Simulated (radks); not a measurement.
Results of a calculation; reference values are marked as such.
Radial electron density D(r) = 4 pi r^2 rho(r) of an atom or ion with 2 electrons. Code: a radial shooting solver on a logarithmic mesh with Libxc functionals. Model: scalar-relativistic Kohn-Sham, exchange-only PBE, spin-polarised, spherical densities, finite nucleus; Fermi nuclear charge, rms radius of each element as measured or else 0.836 A^(1/3) + 0.57 fm.

r (bohr),D(r) (e/bohr)
0.003336,1.766
0.004009,2.404
0.004819,3.242
0.005839,4.377
0.007019,5.752
0.008437,7.437
0.01022,9.518
0.01229,11.77
0.01477,14.14
0.0179,16.51
0.02151,18.39
0.02586,19.52
0.03108,19.63
0.03766,18.51
0.04527,16.41
0.05441,13.77
0.06593,11.15
0.07925,9.288
0.09526,8.166
0.1154,7.381
0.1387,6.426
0.1668,4.975
0.2005,3.228
0.2429,1.614
0.292,0.6257
0.3509,0.1732
0.4252,0.02938
0.5111,0.003253

What is the nuclear charge?

Answer. Z = 35. The innermost maximum, from 1s, lies near gamma/Z bohr with gamma = sqrt(1 - (Z/c)^2) = 0.967, here 0.0276 bohr (found: 0.0289), and its height grows with Z. The density is that of the bromine ion Br33+ in 1s1 2p1; the configuration itself is not fixed sharply by these data, and Z only to about a unit. D(r) has 1 maximum, at r = 0.0289 bohr.
